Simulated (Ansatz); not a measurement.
Name a neutral molecule of C, O and H with size of the dipole moment (PBE/def2-TZVPP) between 2.25 and 2.55 D and vertical ionisation energy (CCSD(T)/CBS(def2)) between 9.50 and 9.80 eV (Ansatz, PBE0-D4/def2-TZVP geometry).

`CC(=O)CC(C)C` (2.50 D, 9.63 eV). Other molecules can fit too; these were computed, each in one conformer that needn't be the lowest.
